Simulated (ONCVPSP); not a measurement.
**Logarithmic derivatives: rhenium, ONCV**

| Quantity | Value |
| --- | --- |
| Element | Re |
| Generator | ONCVPSP 4.0.1 |
| Type | optimised norm-conserving Vanderbilt (ONCV) |
| Functional | LDA (Perdew-Wang 92) |
| Relativity | scalar-relativistic |
| Frozen core | [Kr] 4d10 4f14 |
| Valence charge | 15 |
| Reference configuration | 5s2 5p6 5d5 6s1.75 6p0.25 |
| Partial waves | 5s+6s: rc 1.55 bohr, ncon 3, nbas 6, qcut 9.4 1/bohr, 2 projectors; 5p+6p: rc 2.40 bohr, ncon 4, nbas 8, qcut 5.8 1/bohr, 2 projectors; 5d: rc 2.50 bohr, ncon 5, nbas 10, qcut 5.1 1/bohr, 2 projectors, debl 2.7 Ha |
| Local potential | polynomial inside 1.05 bohr (lpopt 3, dvloc0 4 Ha) |
| Core correction | none |

The phase is arctan(r·R′/R) of the radial function R(r), unwrapped; energies in Ha, scanned from -5 to 5 Ha. A pole is an energy at which the radial function vanishes at the test radius. The pseudo phase is shifted by a multiple of π to meet the all-electron one at the reference energy, and phase errors are pseudo minus all-electron; the curves can meet again beyond the range given. Levels narrower than the energy grid can be missing from the lists of poles.

**Question.** For each channel, where are the poles, and over which energies does the pseudopotential scatter like the atom?

**Answer.**

```tsv
channel	radius (bohr)	reference energy (Ha)	poles, all-electron	poles, pseudo	unbroken range about the reference energy with phases within 0.05 rad	phase error 1 Ha above the reference energy (rad)
s	1.57	-0.24	-2.46	-2.46	the whole range	-0.000
p	2.43	-0.06	-1.69, 2.39	-1.69, 2.37	below 4.1	-0.000
d	2.54	-0.22	0.09, 3.55	0.09, 3.57	the whole range	+0.003
```

Phases in the p channel:

| E (Ha) | all-electron | pseudo |
| --- | --- | --- |
| -4.96 | 1.410 | 1.410 |
| -4.48 | 1.399 | 1.399 |
| -4.00 | 1.385 | 1.385 |
| -3.52 | 1.366 | 1.366 |
| -3.04 | 1.339 | 1.339 |
| -2.56 | 1.293 | 1.293 |
| -2.08 | 1.144 | 1.144 |
| -1.60 | -1.679 | -1.679 |
| -1.12 | -1.874 | -1.874 |
| -0.64 | -2.045 | -2.045 |
| -0.16 | -2.466 | -2.466 |
| 0.32 | -3.641 | -3.641 |
| 0.80 | -4.313 | -4.314 |
| 1.28 | -4.527 | -4.527 |
| 1.76 | -4.629 | -4.630 |
| 2.24 | -4.695 | -4.697 |
| 2.72 | -4.749 | -4.752 |
| 3.20 | -4.806 | -4.811 |
| 3.68 | -4.881 | -4.897 |
| 4.16 | -5.027 | -5.092 |
| 4.64 | -5.549 | -6.107 |
